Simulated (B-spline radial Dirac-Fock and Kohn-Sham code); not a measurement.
**X-ray lines that fill the 2p3/2 vacancy in Mo⁶⁺**

System: the Mo⁶⁺ ion, configuration [Ar] 3d10 4s2 4p6.

Input of the calculation (task.json; shells as n, l, electrons):

```json
{"items": [{
  "Z": 42,
  "q": 6,
  "cfg": [[1, 0, 2], [2, 0, 2], [2, 1, 6], [3, 0, 2], [3, 1, 6], [3, 2, 10], [4, 0, 2], [4, 1, 6]],
  "A": 98,
  "rrms": 4.4091,
  "do": ["binding", "quiet", "decay"],
  "holes": ["K", "L1", "L2", "L3", "M1", "M2", "M3", "M4", "M5", "N1", "N2", "N3"]
}]}
```

Run with: `python xray_run.py task.json out`

Level of theory: independent-particle radiative and Coulomb Auger rates from relativistic LDA hole-state orbitals, with Dirac-Fock energies; a radial B-spline solver.

| line | multipole | energy (eV) | rate (s⁻¹) | share (%) |
| --- | --- | --- | --- | --- |
| Lℓ | E1 | 2015.6 | 3.16e+12 | 3.35 |
| Lα2 | E1 | 2293.5 | 9.15e+12 | 9.71 |
| Lα1 | E1 | 2296.8 | 8.14e+13 | 86.2 |
| Lβ6 | E1 | 2464.3 | 6.32e+11 | 0.670 |

The listed lines hold 100.0 % of the radiative rate. The radiative width is 0.0621 eV in the length form and 0.0632 eV in the velocity form; the two differ because the transition energies are not eigenvalue differences of the potential that gave the orbitals.
